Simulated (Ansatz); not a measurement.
Energy needed to pull apart BNH₄SO (SMILES NB(O)S), closed shell, into free ground-state atoms, from the structure below (displaced at random from a GFN2-xTB minimum); no zero-point or spin–orbit terms; open-shell atoms are treated unrestricted, in their ground-state multiplicity.

```tsv
atom	x (Å)	y (Å)	z (Å)
N1	0.3498	1.0349	0.2392
B2	0.1243	-0.2784	0.1252
O3	0.8005	-1.1742	0.8784
S4	-1.1182	-0.9417	-1.1066
H5	-0.0777	1.7784	-0.2697
H6	1.0444	1.4593	0.9106
H7	0.6192	-2.1196	0.8186
H8	-1.5536	0.2237	-1.5591
```

Ansatz 0.2.0; basis: def2-TZVPP; cores frozen in the correlated methods.

```json
{"method": "PBE-D4", "atomization energy (kcal/mol)": "742.4"}
{"method": "r2SCAN-D4", "atomization energy (kcal/mol)": "726.9"}
{"method": "PBE0-D4", "atomization energy (kcal/mol)": "725.1"}
{"method": "r2SCANh-D4", "atomization energy (kcal/mol)": "721.0"}
{"method": "LC-wPBE", "atomization energy (kcal/mol)": "?"}
{"method": "wB97M-V", "atomization energy (kcal/mol)": "730.1"}
{"method": "HF", "atomization energy (kcal/mol)": "?"}
{"method": "MP2", "atomization energy (kcal/mol)": "717.5"}
{"method": "CCSD", "atomization energy (kcal/mol)": "688.5"}
{"method": "CCSD(T)", "atomization energy (kcal/mol)": "700.4"}
```

What does HF give? (An estimate is asked for; the value comes from the calculation.)

The calculation gives: 509.6 kcal/mol, which is about 190.9 kcal/mol less than CCSD(T)/def2-TZVPP.

What does LC-wPBE give? (To be estimated.)

Computed: 721.4 kcal/mol, which is about 21.0 kcal/mol more than CCSD(T)/def2-TZVPP.

In triple zeta the MP2 and coupled-cluster atomization energies are still short of their basis limit by a few kcal/mol a bond, whereas those of the functionals are nearly converged, so these differences are not deviations from converged CCSD(T).

The T1 diagnostic stays at or below 0.012.

For scale, one of the runs: CCSD(T)/def2-TZVPP forces, 191 basis functions (an equivalent command: `ansatz run in.yaml --threads 8`). Hardware: 8 CPU threads, shared host. Wall time 62 s; peak host memory 4.7 GiB.
